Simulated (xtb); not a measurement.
xtb job for ClFGeH2O2, SMILES [OH][Ge]([OH])([F])[Cl], GFN2-xTB. 

```
$ xtb mol.xyz --gfn 2 --sp --chrg 0 --uhf 0 --json
$ cat mol.xyz
7

O     -0.37110214     1.73765088     0.44108997
Ge    -0.18097807     0.05870958     0.11465747
O     -1.64631815    -0.56779527    -0.48698226
F      0.07821469    -0.66248883     1.69574666
Cl     1.37287541    -0.41850688    -1.14521708
H      0.33053722     2.19184785     0.90555326
H     -2.44269085    -0.35238302    -0.00048371
```

Output:

```
[banner left out]
          |                Calculation Setup                |
           -------------------------------------------------



           -------------------------------------------------
          |                 G F N 2 - x T B                 |
           -------------------------------------------------

        Reference                      10.1021/acs.jctc.8b01176
      * Hamiltonian:
        H0-scaling (s, p, d)           1.850000    2.230000    2.230000
        zeta-weighting                 0.500000
      * Dispersion:
        s8                             2.700000
        a1                             0.520000
        a2                             5.000000
        s9                             5.000000
      * Repulsion:
        kExp                           1.500000    1.000000
        rExp                           1.000000
      * Coulomb:
        alpha                          2.000000
        third order                    shell-resolved
        anisotropic                    true
        a3                             3.000000
        a5                             4.000000
        cn-shift                       1.200000
        cn-exp                         4.000000
        max-rad                        5.000000


          ...................................................
          :                      SETUP                      :
          :.................................................:
          :  # basis functions                  34          :
          :  # atomic orbitals                  32          :
          :  # shells                           14          :
          :  # electrons                        32          :
          :  max. iterations                   250          :
          :  Hamiltonian                  GFN2-xTB          :
          :  restarted?                      false          :
          :  GBSA solvation                  false          :
          :  PC potential                    false          :
          :  electronic temp.          300.0000000     K    :
          :  accuracy                    1.0000000          :
          :  -> integral cutoff          0.2500000E+02      :
          :  -> integral neglect         0.1000000E-07      :
          :  -> SCF convergence          0.1000000E-05 Eh   :
          :  -> wf. convergence          0.1000000E-03 e    :
          :  Broyden damping             0.4000000          :
          :  net charge                          0          :
          :  unpaired electrons                  0          :
          ...................................................

 iter      E             dE          RMSdq      gap      omega  full diag
   1    -19.6117326 -0.196117E+02  0.959E+00    5.83       0.0  T
   2    -19.4156771  0.196055E+00  0.100E+01    9.72       1.0  T
   3    -20.5509577 -0.113528E+01  0.340E+00    6.95       1.0  T
   4    -20.5523065 -0.134887E-02  0.878E-01    6.61       1.0  T
   5    -20.5559944 -0.368784E-02  0.189E-01    6.67       1.0  T
   6    -20.5560561 -0.617829E-04  0.104E-01    6.69       1.0  T
   7    -20.5560844 -0.282694E-04  0.453E-02    6.69       1.0  T
   8    -20.5560916 -0.718371E-05  0.309E-02    6.69       1.2  T
   9    -20.5560925 -0.855140E-06  0.172E-02    6.68       2.2  T
  10    -20.5560938 -0.130553E-05  0.640E-03    6.68       5.9  T
  11    -20.5560938 -0.141118E-07  0.150E-03    6.68      25.1  T
  12    -20.5560938 -0.479361E-08  0.114E-03    6.68      33.1  T
  13    -20.5560938 -0.204350E-08  0.668E-04    6.68      56.5  T
  14    -20.5560938 -0.173960E-08  0.114E-04    6.68     331.4  T

   *** convergence criteria satisfied after 14 iterations ***

         #    Occupation            Energy/Eh            Energy/eV
      -------------------------------------------------------------
         1        2.0000           -1.0726633             -29.1887
       ...           ...                  ...                  ...
        10        2.0000           -0.5179327             -14.0937
        11        2.0000           -0.5058075             -13.7637
        12        2.0000           -0.4927414             -13.4082
        13        2.0000           -0.4919933             -13.3878
        14        2.0000           -0.4856943             -13.2164
        15        2.0000           -0.4652042             -12.6588
        16        2.0000           -0.4638764             -12.6227 (HOMO)
        17                         -0.2183828              -5.9425 (LUMO)
        18                         -0.0695826              -1.8934
        19                         -0.0548104              -1.4915
        20                         -0.0325086              -0.8846
        21                         -0.0086415              -0.2351
       ...                                ...                  ...
        32                          1.1039726              30.0406
      -------------------------------------------------------------
                  HL-Gap            0.2454936 Eh            6.6802 eV
             Fermi-level           -0.3411296 Eh           -9.2826 eV

 SCC (total)                   0 d,  0 h,  0 min,  0.007 sec
 SCC setup                      ...        0 min,  0.000 sec (  1.305%)
 Dispersion                     ...        0 min,  0.000 sec (  0.477%)
 classical contributions        ...        0 min,  0.000 sec (  0.220%)
 integral evaluation            ...        0 min,  0.001 sec ( 16.594%)
 iterations                     ...        0 min,  0.004 sec ( 52.415%)
 molecular gradient             ...        0 min,  0.002 sec ( 27.623%)
 printout                       ...        0 min,  0.000 sec (  1.189%)

         :::::::::::::::::::::::::::::::::::::::::::::::::::::
         ::                     SUMMARY                     ::
         :::::::::::::::::::::::::::::::::::::::::::::::::::::
         :: total energy             -20.502805775226 Eh    ::
         :: gradient norm              0.000163517796 Eh/a0 ::
         :: HOMO-LUMO gap              6.680221520705 eV    ::
         ::.................................................::
         :: SCC energy               -20.556090997790 Eh    ::
         :: -> isotropic ES            0.043425659499 Eh    ::
         :: -> anisotropic ES         -0.003914918674 Eh    ::
         :: -> anisotropic XC         -0.002906512209 Eh    ::
         :: -> dispersion             -0.004310196097 Eh    ::
         :: repulsion energy           0.053285222564 Eh    ::
         :: add. restraining           0.000000000000 Eh    ::
         :: total charge               0.000000000000 e     ::
         :::::::::::::::::::::::::::::::::::::::::::::::::::::

           -------------------------------------------------
          |                Property Printout                |
           -------------------------------------------------

    * Orbital Energies and Occupations

         #    Occupation            Energy/Eh            Energy/eV
      -------------------------------------------------------------
         1        2.0000           -1.0726633             -29.1887
       ...           ...                  ...                  ...
         4        2.0000           -0.7141231             -19.4323
         5        2.0000           -0.6645084             -18.0822
         6        2.0000           -0.6006874             -16.3455
         7        2.0000           -0.5692626             -15.4904
         8        2.0000           -0.5353390             -14.5673
         9        2.0000           -0.5215805             -14.1929
        10        2.0000           -0.5179327             -14.0937
        11        2.0000           -0.5058075             -13.7637
        12        2.0000           -0.4927414             -13.4082
        13        2.0000           -0.4919933             -13.3878
        14        2.0000           -0.4856943             -13.2164
        15        2.0000           -0.4652042             -12.6588
        16        2.0000           -0.4638764             -12.6227 (HOMO)
        17                         -0.2183828              -5.9425 (LUMO)
        18                         -0.0695826              -1.8934
        19                         -0.0548104              -1.4915
        20                         -0.0325086              -0.8846
        21                         -0.0086415              -0.2351
        22                         -0.0085045              -0.2314
        23                          0.0193591               0.5268
        24                          0.0227571               0.6193
        25                          0.0535033               1.4559
        26                          0.1291323               3.5139
        27                          0.1406445               3.8271
       ...                                ...                  ...
        32                          1.1039726              30.0406
      -------------------------------------------------------------
                  HL-Gap            0.2454936 Eh            6.6802 eV
             Fermi-level           -0.3411296 Eh           -9.2826 eV

     #   Z          covCN         q      C6AA      α(0)
     1   8 O        1.588    -0.427    21.415     6.245
     2  32 Ge       3.112     0.463   200.583    27.262
     3   8 O        1.588    -0.411    21.108     6.200
     4   9 F        0.715    -0.273    12.026     4.095
     5  17 Cl       0.819    -0.046   100.516    15.337
     6   1 H        0.811     0.342     0.605     1.222
     7   1 H        0.814     0.352     0.582     1.198

 Mol. C6AA /au·bohr⁶  :       1438.236339
 Mol. C8AA /au·bohr⁸  :      66943.079164
 Mol. α(0) /au        :         61.558657


Wiberg/Mayer (AO) data.
largest (>0.10) Wiberg bond orders for each atom

 ---------------------------------------------------------------------------
     #   Z sym  total        # sym  WBO       # sym  WBO       # sym  WBO
 ---------------------------------------------------------------------------
     1   8 O    2.235 --     2 Ge   1.126     6 H    0.856     5 Cl   0.110
     2  32 Ge   4.496 --     5 Cl   1.172     3 O    1.171     1 O    1.126
                             4 F    0.987
     3   8 O    2.251 --     2 Ge   1.171     7 H    0.847
     4   9 F    1.207 --     2 Ge   0.987
     5  17 Cl   1.454 --     2 Ge   1.172     1 O    0.110
     6   1 H    0.883 --     1 O    0.856
     7   1 H    0.876 --     3 O    0.847
 ---------------------------------------------------------------------------

Topologies differ in total number of bonds
Writing topology from bond orders to xtbtopo.mol

molecular dipole:
                 x           y           z       tot (Debye)
 q only:       -0.151       0.653      -0.066
   full:       -0.197       0.709       0.021       1.872
molecular quadrupole (traceless):
                xx          xy          yy          xz          yz          zz
 q only:        4.246       2.558       0.234      -0.696       2.819      -4.481
  q+dip:        4.464       2.799       0.237      -0.934       3.315      -4.702
   full:        4.827       3.068       0.371      -0.721       3.557      -5.198


           -------------------------------------------------
          | TOTAL ENERGY              -20.502805775226 Eh   |
          | GRADIENT NORM               0.000163517796 Eh/α |
          | HOMO-LUMO GAP               6.680221520705 eV   |
           -------------------------------------------------

------------------------------------------------------------------------
------------------------------------------------------------------------
 total:
Note: The following floating-point exceptions are signalling: IEEE_UNDERFLOW_FLAG IEEE_DENORMAL
normal termination of xtb
 SCF:
```

The calculation finished and met its thresholds.

Cost: very roughly 0.03 core-seconds.
